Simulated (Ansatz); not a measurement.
C3H11BSi can be A, `CBCC[SiH3]`, or B, `BCC(C)[SiH3]`.

Calculated with Ansatz (gas phase, PBE0-D4/def2-TZVP geometries, no zero-point term in ΔE). CBS: MP2 limit from def2 TZ/QZ plus the TZ coupled-cluster correction, frozen cores. Functionals use def2-TZVPP. B3LYP here is the variant with VWN-RPA as its local correlation; programs differ in this. Each species was taken in one conformer, which may not be the lowest.

Q: Which isomer does CCSD(T)/CBS put lower? Give the gap. (Best estimate.)

A: Computed: A, by 12.8 kcal/mol.

Q: Give E(B) − E(A) in kcal/mol with CCSD(T)/def2-SVP, BLYP-D4, CCSD/def2-TZVPP, B3LYP, PBE0-D4, PBE-D4, r2SCAN-D4. (An estimate is asked.)

A: The calculation gave: CCSD(T)/def2-SVP 11.3, BLYP-D4 13.1, CCSD/def2-TZVPP 12.7, B3LYP 14.2, PBE0-D4 13.4, PBE-D4 13.7, r2SCAN-D4 14.1. None reverses the order clearly.

Q: Does the order hold for the free energy at 298.15 K (harmonic terms from PBE0-D4)? (An estimate is asked.)

A: Ansatz gave: Yes: G(B) − G(A) = +13.0 kcal/mol, for one conformer each. Modes under 60 cm⁻¹, often nearly free rotors, make the harmonic entropy too high.

Largest T1 diagnostic: 0.010.

The D4 term adds −1.2 kcal/mol with B3LYP and −0.6 kcal/mol with PBE0; it sums over pairs of atoms, weighted by their polarisabilities, and B3LYP, whose exchange is more repulsive, gets the larger term. From BLYP to BHLYP (50 % exact exchange), in def2-TZVPP and without D4, E(B) − E(A) moves by −1.0 kcal/mol.
